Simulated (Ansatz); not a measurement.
```xyz
11

F     0.430   -1.417    1.903
C     0.722   -0.540    0.884
C    -0.555   -0.090    0.226
F    -1.232    0.789    1.043
C    -0.314    0.608   -1.099
F     0.648    1.552   -0.976
F     0.115   -0.302   -2.007
H     1.254    0.317    1.302
H     1.356   -1.050    0.154
H    -1.204   -0.954    0.046
H    -1.221    1.089   -1.476
```

The species carries charge 0 and has multiplicity 1.

Problem. List the B3LYP/def2-TZVPP orbital energies in eV (Ansatz 0.2.0). (Estimate.)

Solution. The calculation gave: Occupied: -672.61, -672.53, -672.02, -671.69, -281.87, -279.87, -279.46, -35.01, -33.54, -33.36, -33.05, -22.35, -19.87, -17.74, -15.98, -15.94, -15.58, -14.83, -14.12, -13.80, -13.25, -12.49, -12.39, -11.77, -11.49, -11.29, -10.07, -10.01, -9.43. Lowest empty: 0.92, 1.16, 1.45, 1.93, 2.14, 2.59, 3.07, 4.29.

B3LYP here is the variant with VWN-RPA as its local correlation; programs differ in this.
